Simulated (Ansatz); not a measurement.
Ideal-gas functions of Cl₃GeI (`[Cl][Ge]([Cl])([Cl])[I]`) at 298.15 K and 1 bar, from an Ansatz frequency run at PBE0-D4/def2-TZVP.

Molar mass 305.87 g/mol, point group C3v (symmetry number 3), electronic degeneracy 1, moments of inertia 420.711, 867.672, 867.675 u Å². Harmonic wavenumbers (cm⁻¹, unscaled): 99, 99, 145, 151, 151, 262, 417, 453, 453.

Use S(trans) = R[1.5 ln M + 2.5 ln T − 1.1517]; rotational temperatures θ = 24.2544 K / I; S(rot) = R[ln(√π/σ · √(T³/θAθBθC)) + 1.5]; for each mode x = 1.438777 ν̃/T, S = R[x/(eˣ − 1) − ln(1 − e⁻ˣ)] and H = RT x/(eˣ − 1); 1 cm⁻¹ = 0.0119627 kJ/mol; R = 8.31446 J/(mol·K).

Q: By hand: the entropy, in J/(mol·K).

A: Translation 180.2. Rotation: θ = 0.0577, 0.028, 0.028 K, giving 120.7. Vibration, mode by mode: 14.53, 14.53, 11.45, 11.13, 11.13, 6.90, 3.77, 3.29, 3.29, in all 80.0. Electronic 0.0. Sum 380.9 J/(mol·K).

Q: By hand: H − E and G − E in kJ/mol, counted from the electronic energy.

A: Zero-point energy ½ × 2230 × 0.0119627 = 13.3; thermal vibration 12.3; translation, rotation and pV give 4 RT = 9.9. H − E = 35.5 kJ/mol, and G − E = 35.5 − 298.15 × 380.9/1000 = -78.1 kJ/mol.

Vibration gives 21 % of the entropy, 40.5 J/(mol·K) of it from the modes under 150 cm⁻¹: soft modes count most, and the harmonic formula is weakest for them.
